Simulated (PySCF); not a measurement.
Sn(F)3(OMe) (CH3F3OSn), SMILES C[O][Sn]([F])([F])[F]. Atoms are numbered in the order given.

```xyz
9

C     -0.0175    -2.6699     0.0000
O     -0.8276    -1.5098     0.0000
Sn    -0.0204     0.2594     0.0000
F      1.0928     0.5462     1.5300
F     -1.3853     1.5896     0.0000
F      1.0928     0.5462    -1.5300
H     -0.6984    -3.5344     0.0000
H      0.6215    -2.7384     0.8975
H      0.6215    -2.7384    -0.8975
```
Charge 0, spin multiplicity 1.

Geometry: PBE0-D3(BJ)/def2-SVP. The structure was generated by enumeration; whether it is a known compound was not checked. The def2 effective core potentials stand for the cores of Sn; spin–orbit coupling is left out. One conformer was computed; it need not be the lowest.

Level of theory: PBE0/def2-TZVP run with PySCF.

Symmetry labels are those of the subgroup Cs that the program uses (full group Cs).

Computed valence orbital energies around the gap with their symmetry:
| orbital | symmetry | energy (eV) |
|---|---|---|
| HOMO−7 | A' | -12.13 |
| HOMO−6 | A' | -12.01 |
| HOMO−5 | A" | -12.00 |
| HOMO−4 | A' | -11.87 |
| HOMO−3 | A" | -11.85 |
| HOMO−2 | A" | -11.79 |
| HOMO−1 | A' | -9.70 |
| HOMO | A" | -9.19 |
| LUMO | A' | -3.21 |
| LUMO+1 | A' | 0.23 |
| LUMO+2 | A" | 0.39 |
| LUMO+3 | A' | 0.78 |
